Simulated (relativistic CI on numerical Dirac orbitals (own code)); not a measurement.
**Os7+: O2,3 absorption edge**

Computed with this model: Dirac-Coulomb-Breit CI, orbitals from a KLI potential per configuration, model QED, valence Slater integrals scaled by 0.7, multiplet model of core-to-valence dipole absorption; configurations [Xe] 4f14 5d → [Kr] 4d10 4f14 5s2 5p5 5d2; 300 K; Lorentzian 0.6 eV and Gaussian 0.3 eV FWHM. Energies are those of the free ion, without screening or charge transfer. The branching ratio is the share of the lower-energy edge in the whole absorption, uncertain by about 0.02 where the edges overlap. S is read from ⟨S²⟩ = S(S + 1).

Field parameters in Wybourne normalisation: D3d B²₀ = −7Dσ, B⁴₀ = −14Dq − 21Dτ, B⁴₃ = −14√(10/7) Dq. The field is a parameter set, without covalency.

free ion: ground-state S = 0.50, centroid 60.50 eV. Peaks (eV, height): 53.1 (56), 54.8 (26), 55.6 (26), 61.1 (50), 65.0 (26), 67.2 (100).

D3d, 10Dq = 37300, Dσ = -1200, Dτ = -230 cm⁻¹: ground-state S = 0.50, centroid 60.97 eV. Peaks (eV, height): 49.1 (17), 50.4 (10), 54.3 (75), 55.1 (64), 60.1 (47), 62.9 (35), 64.4 (38), 66.9 (72), 68.0 (100), 70.7 (21), 72.9 (7).

D3d, 10Dq = 37300, Dσ = -860, Dτ = -230 cm⁻¹: ground-state S = 0.50, centroid 60.97 eV. Peaks (eV, height): 49.0 (16), 50.4 (9), 51.8 (11), 54.3 (68), 55.1 (65), 60.0 (46), 62.8 (34), 64.4 (37), 66.9 (66), 68.0 (100), 70.6 (20), 72.8 (6).

D3d, 10Dq = 37300, Dσ = -510, Dτ = -230 cm⁻¹: ground-state S = 0.50, centroid 60.97 eV. Peaks (eV, height): 47.5 (8), 49.0 (16), 50.4 (9), 51.6 (10), 54.3 (62), 55.0 (66), 59.9 (45), 62.8 (33), 64.3 (37), 66.8 (63), 68.0 (100), 70.6 (20), 72.8 (6).

D3d, 10Dq = 37300, Dσ = -170, Dτ = -230 cm⁻¹: ground-state S = 0.50, centroid 60.97 eV. Peaks (eV, height): 47.4 (7), 49.0 (16), 50.5 (9), 51.5 (10), 54.2 (57), 55.0 (67), 58.1 (7), 59.9 (45), 62.8 (32), 64.3 (36), 65.4 (24), 66.8 (60), 67.9 (100), 70.5 (20), 72.7 (6).

D3d, 10Dq = 37300, Dσ = 1200, Dτ = -230 cm⁻¹: ground-state S = 0.50, centroid 60.95 eV. Peaks (eV, height): 47.5 (8), 48.8 (16), 50.3 (10), 51.7 (10), 54.2 (69), 55.1 (64), 56.9 (8), 59.9 (50), 62.8 (32), 64.4 (39), 66.5 (60), 66.8 (58), 68.0 (100), 70.7 (20), 72.8 (6).

Strongest unbroadened transitions for D3d, 10Dq = 37300, Dσ = -170, Dτ = -230 cm⁻¹:

```tsv
Energy (eV)	Relative strength
53.53	28.9
53.57	19.7
54.21	52.6
55.00	31.1
55.02	58.9
55.53	18.9
59.86	34.2
59.93	24.2
62.71	24.9
62.76	19.9
64.15	19.6
66.24	26.2
66.32	28.3
66.83	74.9
67.90	100.0
68.12	20.1
68.75	23.5
70.62	18.8
```
